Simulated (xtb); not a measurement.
H₄N₂OSW, SMILES [NH]=[W]([NH2])([OH])=[S], multiplicity 1. All values are semi-empirical tight-binding results from xtb (GFN2-xTB unless named), good for trends rather than for accurate numbers. The structure is a stationary point at GFN2-xTB. The multiplicity is an assumed one; no other spin state was optimised. The structure was generated by enumeration; whether it is a known compound was not checked. One conformer was computed; it need not be the lowest.

For metal compounds this method's bond lengths and energies can be far off.

Computed properties:
```yaml
orbital_gap: 2.35 eV
zero_point_energy: 30.3 kcal/mol
G − E(el) at 298.15 K (modified RRHO): 9.2 kcal/mol
```
